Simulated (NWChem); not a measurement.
System: BNH$_{2}$BrCl; SMILES NB(Cl)Br

Input file for NWChem:

```
start job
memory heap 200 mb stack 900 mb global 1100 mb
geometry units angstroms noautoz
  B      0.428931    -0.567523     0.000000
  Cl    -0.707497    -1.917626     0.000000
  Br    -0.234814     1.241327     0.000000
  N      1.795340    -0.800251     0.000000
  H      2.474787    -0.051067     0.000000
  H      2.182482    -1.735354     0.000000
end
basis spherical
  * library def2-svp
end
dft
  xc xpbe96 cpbe96
  iterations 150
  vectors input atomic output neutral.movecs
end
task dft energy
charge 1
dft
  odft
  mult 2
  vectors input atomic output cation.movecs
end
task dft energy
```

Geometry: optimised at PBE0/def2-SVP.

Ions are spin-unrestricted doublets at the neutral geometry; other ion states weren't tried.

Predict the main results of this run. (PBE/def2-SVP, vertical spin-unrestricted ions.) Quantities: −ε(HOMO) (eV).


```json
{
 "−ε(HOMO) (eV)": "6.71"
}
```
